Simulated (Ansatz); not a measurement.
Relaxation of Cl$_{4}$H$_{2}$W (7 atoms, charge 0, multiplicity 1), to a largest force component of 0.02 eV/Å in at most 40 steps.

Theory: Ansatz 0.2.0, RKS r2SCANh/def2-SVP.

```xyz
7
Properties=species:S:1:pos:R:3
W 0.000 0.000 0.000
H 0.000 0.000 1.720
Cl 2.390 0.000 0.000
Cl 0.000 2.390 0.000
H -1.720 0.000 0.000
Cl 0.000 -2.390 0.000
Cl 0.000 0.000 -2.390
```

**Question.** Where does it end, and by what steps?

**Answer.** It converged. After 7 steps the energy has fallen by 1.959 eV; Cl3 moved furthest, 0.67 Å.

```json
{"step": "0", "energy less start (eV)": "0.0000", "largest force component (eV/Å)": "2.782", "accepted": "yes"}
{"step": "1", "energy less start (eV)": "-1.0716", "largest force component (eV/Å)": "1.016", "accepted": "yes"}
{"step": "2", "energy less start (eV)": "-1.5647", "largest force component (eV/Å)": "1.084", "accepted": "yes"}
{"step": "3", "energy less start (eV)": "-1.8463", "largest force component (eV/Å)": "0.445", "accepted": "yes"}
{"step": "4", "energy less start (eV)": "-1.9512", "largest force component (eV/Å)": "0.140", "accepted": "yes"}
{"step": "5", "energy less start (eV)": "-1.9584", "largest force component (eV/Å)": "0.047", "accepted": "yes"}
{"step": "6", "energy less start (eV)": "-1.9590", "largest force component (eV/Å)": "0.033", "accepted": "yes"}
{"step": "7", "energy less start (eV)": "-1.9591", "largest force component (eV/Å)": "0.016", "accepted": "yes"}
```

```xyz
7
Properties=species:S:1:pos:R:3
W 0.289 0.000 -0.289
H -0.126 0.000 1.325
Cl 2.399 0.000 0.667
Cl 0.050 2.245 -0.050
H -1.325 0.000 0.126
Cl 0.050 -2.245 -0.050
Cl -0.667 0.000 -2.399
```

Whether the end is a true minimum wasn't checked by a vibrational analysis.

Time of the run: 35 s on 4 threads of Arm Neoverse V2 (shared host), peak memory 0.34 GiB.
